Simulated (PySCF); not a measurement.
These compounds are isomers of formula C8H7O2P.

A. SMILES CC(=O)c1ccc(C=O)cp1
B. SMILES C1=C2OC(OC)=PC2=CC=C1
C. SMILES C#C[P@](=O)(O)c1ccccc1
D. `Cc1cc(C=O)pc(C=O)c1`
E. `c1cc(Pc2ccoc2)co1`

Spectrum 1. ¹H NMR (400 MHz, computed): δ 10.28 (m, 2H), 8.13 (m, 2H), 2.81 (s, 3H). ¹³C{¹H} NMR (computed): δ 197.1 (CH), 178.8 (C), 148.2 (CH), 146.1 (C), 25.5 (CH3).

Spectrum 2. ¹H NMR (400 MHz, computed): δ 8.15 (m, 2H), 7.84 (m, 1H), 7.78 (m, 2H), 2.99 (br s, 1H), 2.32 (m, 1H). ¹³C{¹H} NMR (computed): δ 139.3 (C), 138.3 (CH), 136.2 (CH), 133.5 (CH), 94.8 (CH), 85.4 (C).

Spectrum 3. ¹H NMR (400 MHz, computed): δ 7.61 (m, 2H), 7.31 (m, 2H), 6.76 (m, 2H), 5.36 (m, 1H). ¹³C{¹H} NMR (computed): δ 152.4 (CH), 148.7 (CH), 125.1 (C), 122.0 (CH).

Spectrum 4. ¹H NMR (400 MHz, computed): δ 8.18 (m, 1H), 7.67 (m, 1H), 7.54 (m, 1H), 7.52 (m, 1H), 4.24 (s, 3H). ¹³C{¹H} NMR (computed): δ 212.5 (C), 157.6 (C), 147.0 (C), 134.4 (CH), 128.5 (CH), 128.3 (CH), 116.9 (CH), 56.9 (CH3).

Spectrum 5. ¹H NMR (400 MHz, computed): δ 10.28 (m, 1H), 10.23 (m, 1H), 9.44 (m, 1H), 8.16 (m, 1H), 3.03 (s, 3H). ¹³C{¹H} NMR (computed): δ 200.6 (C), 195.9 (CH), 177.1 (C), 165.1 (CH), 142.6 (C), 142.4 (CH), 140.8 (CH), 31.5 (CH3).

Theory: GFN2-xTB structure, σ from GIAO-PBE0/pcSseg-1, in PySCF 2.14 (one averaged value for each set of equivalent atoms, non-relativistic, no solvent, one conformer).

Scale: ¹H and ¹³C against TMS (reference shieldings calculated alike). Splittings of carbon signals by F and P are missing where no couplings were computed. Where no couplings were computed, multiplicities follow the n + 1 count of equivalent neighbours, and m marks all less simple cases (inequivalent or close neighbours, rings, F or P nearby). Shifts are as computed. Against solution values, carbons near 30 ppm lie about +3 ppm off and those near 130 ppm about +5 ppm. Of 1211 compounds with measured shifts, 218 miss one by over three times the rms of a fit or turn the order of signals round; such compounds aren't used in these exercises. OH and NH positions are gas-phase values without hydrogen bonding to other molecules.

Q: Match each spectrum to its structure.

A: 1–D, 2–C, 3–E, 4–B, 5–A.

- Spectrum 1 (D): 5 ¹³C signals; δC 197.1 is an aldehyde carbonyl carbon; δC 25.5 is a methyl carbon on an aromatic ring.
- Spectrum 2 (C): 6 ¹³C signals; δC 138.3 is an aromatic CH; δC 136.2 is an aromatic CH.
- Spectrum 3 (E): 4 ¹³C signals; δH 7.61 is the hydrogen on an aromatic CH next to the ring oxygen; δH 7.31 is the hydrogen on an aromatic CH next to the ring oxygen.
- Spectrum 4 (B): 8 ¹³C signals; δC 212.5 is an aromatic carbon bearing oxygen; δC 134.4 is an aromatic CH.
- Spectrum 5 (A): 8 ¹³C signals; δC 200.6 is a ketone carbonyl carbon; δC 195.9 is an aldehyde carbonyl carbon.
